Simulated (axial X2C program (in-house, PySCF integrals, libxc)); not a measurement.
# Ω levels of HZrH⁺ from open-shell CI on d1 s0 p(π)0

Calculated with an axial X2C code built on PySCF integrals: two-component X2C with atomic mean-field Coulomb and Gaunt terms, basis H dyall-v3z, Zr dyall-v3z (cores contracted in-house). Orbitals come from Hartree–Fock averaged over the configuration Zr d1 s0 p(π)0; CI then distributes these electrons over the d, s, p(π) shells of Zr.

H–Zr–H held linear, both bonds 1.920 Å (near the minimum of the configuration average).

Active spinors (ω > 0):

```json
{"shell": "d", "ω": "1/2", "ε (eV)": "-6.58", "character": "56% Zr d, 37% Zr s, 8% H s"}
{"shell": "d", "ω": "3/2", "ε (eV)": "-6.35", "character": "100% Zr d"}
{"shell": "d", "ω": "5/2", "ε (eV)": "-6.28", "character": "100% Zr d"}
{"shell": "d", "ω": "1/2", "ε (eV)": "-5.64", "character": "96% Zr d"}
{"shell": "d", "ω": "3/2", "ε (eV)": "-5.61", "character": "96% Zr d"}
{"shell": "s", "ω": "1/2", "ε (eV)": "-2.02", "character": "92% Zr s, 5% Zr d"}
{"shell": "p(π)", "ω": "1/2", "ε (eV)": "-4.01", "character": "98% Zr p"}
{"shell": "p(π)", "ω": "3/2", "ε (eV)": "-3.95", "character": "98% Zr p"}
```

Lowest levels of this model:

```tsv
Ω	energy (cm⁻¹)	g∥	configuration
3/2	0	2.00	100% d1
5/2	730	6.00	100% d1
1/2	6986	0.08	100% d1
3/2	7433	4.00	100% d1
1/2	8591	1.92	100% d1
```

g∥ is the magnitude of 2⟨Lz + ge Sz⟩ for the +Ω component.

From Ω and g∥ of the lowest level, whose 2⟨Lz + ge Sz⟩ is positive, find ⟨Sz⟩ and ⟨Lz⟩ (ge = 2.0023).

Ω = ⟨Lz⟩ + ⟨Sz⟩ = 3/2 and ⟨Lz⟩ + ge⟨Sz⟩ = 1.000, so ⟨Sz⟩ = -0.50 and ⟨Lz⟩ = 2.00.

Occupations of the active spinors in the lowest level by ω, shell by shell in order of energy: -5/2: 0.00; -3/2: 0.00 0.00 0.00; -1/2: 0.00 0.00 0.00 0.00; 1/2: 0.00 0.00 0.00 0.00; 3/2: 1.00 0.00 0.00; 5/2: 0.00. The leading determinant has weight 1.00 among 3.

This point took 0.78 s on 1 thread of Arm Neoverse V1, on a shared host.

Dynamic correlation is missing, so gaps between terms are too wide and other configurations may lie lower; the lowest level listed is that of this model, not necessarily the ground state. For d shells the ligand-field splittings (σ, π, δ) and their order can be off by a thousand cm⁻¹ or more. At most 6 roots were kept for each Ω > 0 (twice that for Ω = 0) within 3.2 eV of the lowest, so higher up levels can be missing between those listed; levels with Ω > 0 are doubly degenerate and listed once, Ω = 0 levels singly. Some active spinors are only partly of the character that their shell is named for, so the shell names and counts are nominal. States that fill the shells left empty in the average are placed too high. The molecule was held linear; bending was not examined.
